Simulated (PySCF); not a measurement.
Coordinates in bohr (charge 0 multiplicity 2):
```
W    -0.0274   -0.0496    0.0173
O     3.4774   -0.4121   -0.1063
O    -0.8727    3.3855   -0.2245
O    -2.6530   -2.2809    0.4397
H     4.5029   -0.3955    1.3958
H    -1.0416    4.2982    1.3473
H    -3.0634   -3.9684    0.9347
```

Level of theory: UPBE0 in PySCF with W def2-TZVP with ECP60, O def2-TZVP, H def2-TZVP; scalar-relativistic core potentials, no spin–orbit coupling; density-fitted integrals.

This geometry of W(OH)3 is a stationary point at this level.

Task: What is the point group?

Result: C1.

Task: Is it a minimum?

Result: Yes: all harmonic wavenumbers are real.

Task: Give the ideal-gas entropy at 298.15 K and 1 bar by parts.

Result: translation 176.9, rotation 107.9, vibration 63.8, spin 5.8; total 354.3 J/(mol K).

Task: What is the atomisation energy, with and without zero-point energy?

Result: 2656 kJ/mol without, 2556 kJ/mol with.

Other isomers or separated fragments may lie lower. With open d or f shells other occupations or spin states may lie lower. At this level a quartet minimum of C3v symmetry lies 28 kJ/mol below this structure. Spin–orbit coupling, left out here, can matter for elements this heavy.
